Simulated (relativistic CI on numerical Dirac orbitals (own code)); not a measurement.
**Co⁴⁺ (3d5) in a crystal field**

Calculated by Dirac-Coulomb-Breit CI, orbitals from a KLI potential per configuration, QED by a radiative potential, one configuration in a parametric crystal field, unscaled Slater integrals (own radial code). With so little scaling, terms lie 10 to 35 % too far apart, which can change the order of excited levels.

Field parameters in Wybourne normalisation: D4h B²₀ = −7Ds, B⁴₀ = 21(Dq − Dt), B⁴₄ = 21√(5/14) Dq; Oh B⁴₀ = 21Dq, B⁴₄ = √(5/14) B⁴₀; Td as Oh with Dq negative (B⁴₀ = 21Dq, B⁴₄ = √(5/14) B⁴₀). The field is a parameter set, without covalency.

S and J are read from ⟨S²⟩ = S(S + 1) and ⟨J²⟩ = J(J + 1) of each level; they are not fictitious spins.

Oh, 10Dq = 18300 cm⁻¹, the lowest 10 levels:

```csv
E (cm⁻¹),Degeneracy,Irrep,S,J
0.0,2,Γ7,2.50,2.50
0.0,4,Γ8,2.50,2.50
27178,2,Γ7,1.48,3.89
27303,4,Γ8,1.49,3.88
27483,4,Γ8,1.50,3.52
27601,2,Γ6,1.50,3.23
32917,2,Γ7,0.58,4.86
33830,4,Γ8,0.63,4.56
35498,2,Γ7,1.48,3.06
35597,2,Γ6,1.50,4.60
```

Principal g values of the ground doublet: 3.34, 3.34, 3.34.

D4h, 10Dq = 10550, Ds = 2080, Dt = -100 cm⁻¹, the lowest 10 levels:

```json
{"E (cm⁻¹)": "0.0", "Degeneracy": "2", "Irrep": "Γ7", "S": "2.50", "J": "2.50"}
{"E (cm⁻¹)": "0.1", "Degeneracy": "2", "Irrep": "Γ7", "S": "2.50", "J": "2.50"}
{"E (cm⁻¹)": "0.2", "Degeneracy": "2", "Irrep": "Γ6", "S": "2.50", "J": "2.50"}
{"E (cm⁻¹)": "32382", "Degeneracy": "2", "Irrep": "Γ6", "S": "1.50", "J": "3.83"}
{"E (cm⁻¹)": "32492", "Degeneracy": "2", "Irrep": "Γ6", "S": "1.50", "J": "3.82"}
{"E (cm⁻¹)": "32553", "Degeneracy": "2", "Irrep": "Γ7", "S": "1.50", "J": "3.75"}
{"E (cm⁻¹)": "32682", "Degeneracy": "2", "Irrep": "Γ7", "S": "1.50", "J": "3.65"}
{"E (cm⁻¹)": "34642", "Degeneracy": "2", "Irrep": "Γ7", "S": "1.50", "J": "3.74"}
{"E (cm⁻¹)": "34687", "Degeneracy": "2", "Irrep": "Γ6", "S": "1.50", "J": "3.69"}
{"E (cm⁻¹)": "37561", "Degeneracy": "2", "Irrep": "Γ7", "S": "1.50", "J": "3.76"}
```

Principal g values of the ground doublet: 0.22, 0.22, 10.00.

Td, 10Dq = -15800 cm⁻¹, the lowest 10 levels:

```
E (cm⁻¹)  Degeneracy  Irrep     S     J
     0.0           2     Γ7  2.50  2.50
     0.0           4     Γ8  2.50  2.50
   29696           2     Γ6  1.50  3.28
   29733           4     Γ8  1.50  3.53
   29786           2     Γ7  1.49  3.91
   29840           4     Γ8  1.50  3.84
   37004           4     Γ8  1.32  3.96
   37076           2     Γ6  1.50  4.69
   37083           4     Γ8  1.49  4.73
   37344           2     Γ7  1.48  3.05
```

Principal g values of the ground doublet: 3.34, 3.34, 3.34.

D4h, 10Dq = 24000, Ds = 1300, Dt = -50 cm⁻¹, the lowest 10 levels:

```
E (cm⁻¹)  Degeneracy  Irrep     S     J
     0.0           2     Γ7  2.50  2.50
     0.2           2     Γ7  2.50  2.50
     0.3           2     Γ6  2.50  2.50
   19347           2     Γ7  0.81  4.44
   20919           2     Γ6  1.47  3.76
   20962           2     Γ7  1.44  3.82
   20995           2     Γ6  1.50  3.56
   21649           2     Γ7  1.31  3.98
   21763           2     Γ7  1.41  3.58
   21989           2     Γ6  1.48  3.44
```

Principal g values of the ground doublet: 1.26, 1.26, 9.68.

D4h, 10Dq = 22300, Ds = -860, Dt = 820 cm⁻¹, the lowest 16 levels:

| E (cm⁻¹) | Degeneracy | Irrep | S | J |
| --- | --- | --- | --- | --- |
| 0.0 | 2 | Γ6 | 2.50 | 2.50 |
| 1.2 | 2 | Γ7 | 2.50 | 2.50 |
| 3.8 | 2 | Γ7 | 2.50 | 2.50 |
| 23563 | 2 | Γ7 | 1.50 | 3.63 |
| 23611 | 2 | Γ6 | 1.50 | 3.63 |
| 30133 | 2 | Γ7 | 1.46 | 3.79 |
| 30220 | 2 | Γ7 | 1.49 | 3.85 |
| 30274 | 2 | Γ6 | 1.48 | 3.66 |
| 30412 | 2 | Γ6 | 1.50 | 3.55 |
| 32631 | 2 | Γ7 | 0.91 | 4.50 |
| 32819 | 2 | Γ6 | 1.30 | 4.10 |
| 33279 | 2 | Γ7 | 1.29 | 4.15 |
| 33753 | 2 | Γ6 | 0.87 | 4.49 |
| 36953 | 2 | Γ7 | 1.47 | 3.75 |
| 37093 | 2 | Γ7 | 1.49 | 4.05 |
| 37159 | 2 | Γ6 | 1.49 | 4.43 |

Principal g values of the ground doublet: 2.00, 6.01, 6.01.

The free-ion ground term has S = 5/2. Every field shown keeps that spin.

Levels of this model without a field, named by their leading LS term: ⁶S5/2 0, ⁴G11/2 41706, ⁴G9/2 41773, ⁴G5/2 41789, ⁴G7/2 41793, ⁴P5/2 48119, ⁴P3/2 48244, ⁴P1/2 48376 cm⁻¹.
